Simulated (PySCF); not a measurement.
# Ionisation energy of Sr¹⁷⁺ by level of theory

Sr¹⁷⁺ [Ar] 3d3 [3d3/2^3, M_J = 3/2] → Sr¹⁸⁺ [Ar] 3d2 [3d3/2^2, M_J = 2], as a difference of total energies. Computed with PySCF 2.14 in an even-tempered Gaussian basis (17 s from 1.7 bohr⁻², ratio 2.8; 12 p from 2.2 bohr⁻², ratio 2.8; 8 d from 2.2 bohr⁻², ratio 2.8; 4 f from 7.4 bohr⁻², ratio 3), with the two-component X2C-1e Hamiltonian. Correlated levels: [Ne] frozen; the 76 highest virtual spinors dropped. "Screened" scales the spin-orbit matrix elements by Boettger's factors to mimic the two-electron term; Breit and QED terms are absent.

```json
{"method": "GHF (spin-free)", "ionisation energy (eV)": "665.80"}
{"method": "GMP2 (spin-free)", "ionisation energy (eV)": "666.06"}
{"method": "GHF (screened spin-orbit)", "ionisation energy (eV)": "665.54"}
{"method": "GMP2 (screened spin-orbit)", "ionisation energy (eV)": "665.82"}
```

Q: How much does correlation contribute at GMP2 (screened spin-orbit)?

A: 665.82 − (665.54) = 0.28 eV, measured against GHF (screened spin-orbit).

Breit and QED terms and the two-electron picture change are absent.

The spin-free rows relax to the high-spin LS determinant and lack the spin-orbit shift.

The labels give the starting determinants; with spin-orbit coupling the two ends relaxed to ⟨J²⟩ = 5.89, ⟨L²⟩ = 11.77, ⟨S²⟩ = 3.63 and ⟨J²⟩ = 6.60, ⟨L²⟩ = 11.51, ⟨S²⟩ = 1.84.

The determinant of Sr¹⁷⁺ and of Sr¹⁸⁺ mixes levels of different J (the jj label is only the starting occupation), so the difference between spin-free and spin-orbit rows is not the physical spin-orbit shift.

For comparison: 665 ± 3 eV (theoretical estimate listed by NIST; NIST Atomic Spectra Database, ionization energies).
